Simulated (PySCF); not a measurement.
CH4NO, charge +1. Atoms are numbered in the order given.

```xyz
7

N     -0.1881     1.1106     0.0000
C      0.4321    -0.0264     0.0000
O     -0.1072    -1.1908     0.0000
H     -1.1990     1.1974     0.0000
H      0.3447     1.9728     0.0000
H      1.5177    -0.0370     0.0000
H     -1.0815    -1.2226     0.0000
```
Charge +1, spin multiplicity 1.

Geometry: B3LYP-D3(BJ)/def2-TZVP. The isomer is the one that the SMILES or the coordinates give; other isomers of the formula were not compared. The values are those of a single conformer.

Calculation: KT2/pcSseg-2 (PySCF).

GIAO shieldings, no solvent; atoms listed in one row are averaged. δ = σ(ref) − σ: ¹⁵N against NH3 (σ = 261.9 ppm); ¹³C against TMS (σ = 184.2 ppm); ¹⁷O against H2O (σ = 324.0 ppm); ¹H against TMS (σ = 31.47 ppm), references at their B3LYP-D3(BJ)/def2-TZVP geometries, non-relativistic.

Computed chemical shifts:
| nucleus | atoms | count | δ (ppm) |
|---|---|---|---|
| ¹⁵N | N1 | 1 | 144.7 |
| ¹³C | C2 | 1 | 167.6 |
| ¹⁷O | O3 | 1 | 200.1 |
| ¹H | H7 | 1 | 8.13 |
| ¹H | H6 | 1 | 8.06 |
| ¹H | H5 | 1 | 7.49 |
| ¹H | H4 | 1 | 6.83 |
